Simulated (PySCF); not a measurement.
Calculation: PySCF with PBE-D3(BJ)/def2-TZVP // PBE0-D3(BJ)/def2-TZVP. Gas-phase values, no solvent. One relaxed conformer stands for a flexible species; it need not be the lowest. Excitations are Tamm–Dancoff values on a coarser integration grid. The basis has no diffuse functions, so Rydberg states are missing or too high.

Reference species (SMILES): `C=C(O)C[SiH3]` (C–C–O–H torsion 0°, O–C–C–Si torsion -69°) (neutral, multiplicity 1).

S1 excitation (TDA): 5.27 eV
S1–T1 gap (TDA): 0.98 eV
T1 excitation (TDA): 4.29 eV
S1 oscillator strength: 0.004

Changed species: `O/C=C\C[SiH3]` (H–O–C–C torsion 4°, C–C–C–Si torsion -89°).

Problem. Predict the effect on the S1 excitation (TDA), S1–T1 gap (TDA), T1 excitation (TDA) and S1 oscillator strength.

Solution. the S1 excitation (TDA) falls by 0.51 eV, to 4.76 eV; the S1–T1 gap (TDA) drops by 0.43 eV, to 0.55 eV; the T1 excitation (TDA) drops by 0.08 eV, to 4.21 eV; the S1 oscillator strength hardly moves.
